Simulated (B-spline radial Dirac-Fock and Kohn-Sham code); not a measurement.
**Free-atom binding energies and absorption edges of Mn**

These are calculated numbers from a B-spline atomic structure program; the model is Dirac-Fock (average of configuration) total-energy differences with a finite nucleus, the Breit interaction including its frequency dependence, and self-energy and vacuum-polarisation corrections. Correlation energy is missing from these numbers.

Input file task.json (cfg lists n, l and occupation; rrms is the nuclear radius in fm):

```json
{"items": [{
  "Z": 25,
  "q": 0,
  "cfg": [[1, 0, 2], [2, 0, 2], [2, 1, 6], [3, 0, 2], [3, 1, 6], [3, 2, 5], [4, 0, 2]],
  "A": 55,
  "rrms": 3.7057,
  "do": ["binding"],
  "screen": [3, 2]
}]}
```

Command: `python xray_run.py task.json out`

Two models are given for [Ar] 3d5 4s2. In the first the electron is removed to infinity. In the second it is placed in the 3d shell, so that the atom stays neutral; this mimics a hole screened by valence charge, or the onset of absorption below the ionisation limit. The tabulated edges (Elam, Ravel and Sieber, Radiat. Phys. Chem. 63, 121 (2002)) refer to the element in its standard state, with the Fermi level as zero for a metal.

| level | ionised (eV) | screened (eV) | tabulated (eV) |
| --- | --- | --- | --- |
| K (1s) | 6550.5 | 6538.2 | 6539.0 |
| L1 (2s) | 785.0 | 771.8 | 769.1 |
| L2 (2p1/2) | 664.0 | 651.0 | 649.9 |
| L3 (2p3/2) | 653.8 | 640.8 | 638.7 |
| M1 (3s) | 100.9 | 88.97 | 82.30 |
| M2 (3p1/2) | 64.11 | 52.78 | 47.20 |
| M3 (3p3/2) | 62.88 | 51.58 | 47.20 |

Q: Which of the two models lies closer to the table on average?

A: The screened model lies closer: the mean absolute deviations are 15.4 eV (ionised) and 3.3 eV (screened). Screening lowers the levels by 12.3 eV on average.
